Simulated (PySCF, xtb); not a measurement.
methoxymethyl(silyl)silane (C2H10OSi2), SMILES C([SiH2][SiH3])OC.

GFN2-xTB run with xtb 6.7.1 at its own geometry gives an orbital gap of 4.44 eV and a dipole moment of 1.31 D.

Coordinates come from a B3LYP-D3(BJ)/def2-SVP optimisation. Other conformers were not sampled.

Q: What does PBE/def2-TZVP (PySCF) give? (The exact figures need the calculation; the answer reports its results.)

A: gap 5.51 eV (levels -6.12 and -0.61 eV), dipole 1.66 D.
